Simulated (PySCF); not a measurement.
## Working with the constants of SiSb

PW91 constants of SiSb, ²Π (doublet), unpaired electrons π ↑ (PySCF, scalar-relativistic core potentials, basis sets Si def2-TZVPP, Sb def2-TZVPP with ECP28; masses 27.9769 and 120.9038 u):

| Item | Value |
| --- | --- |
| ωe | 402.6 cm⁻¹ |
| ωexe | 1.12 cm⁻¹ |
| Be | 0.12822 cm⁻¹ |
| αe | 0.000498 cm⁻¹ |
| De to Si + Sb | 3.16 eV |

What force constant and bond length do these constants imply?

Reduced mass μred = 22.720 u; k = 5.8918×10⁻⁷·μred·ωe² (u, cm⁻¹, mdyn/Å) = 2.17 mdyn/Å; Re = √(16.8576/(μred·Be)) (u, cm⁻¹, Å) = 2.406 Å.

Estimate the centrifugal constant D from the Kratzer relation and find the Dunham coefficient a1.

D = 4Be³/ωe² = 5.2e-08 cm⁻¹; a1 = −1 − αeωe/(6Be²) = -3.03.

These are scalar-relativistic numbers at best; spin–orbit coupling would shift them, the dissociation energy most. The state was picked by a PBE0 search and need not be the measured ground state.
